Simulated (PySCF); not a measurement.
## Correlation energy of Nb⁺ (niobium, charge +1)

[Kr] 4d3 5p1, one real determinant (an excited configuration). Computed with PySCF 2.14 in def2-TZVPPD with the def2 core potential (28 electrons), with scalar relativity through the core potential. Frozen: 4s2 4p6; 4 electrons correlated.

```
  level  correlation energy (mhartree)
   CCSD                         -30.91
    (T)                          -1.02
CCSD(T)                         -31.93
```

Diagnostics: T1 = 0.011, D1 = 0.0294, largest double amplitude 0.092.

Problem. Is a single reference adequate?

Solution. Mostly. T1 lies below 0.03, but a double amplitude of this size points to a near-degeneracy that CCSD handles and MP2 describes poorly.

The reference is one real determinant that mixes LS terms of this configuration.
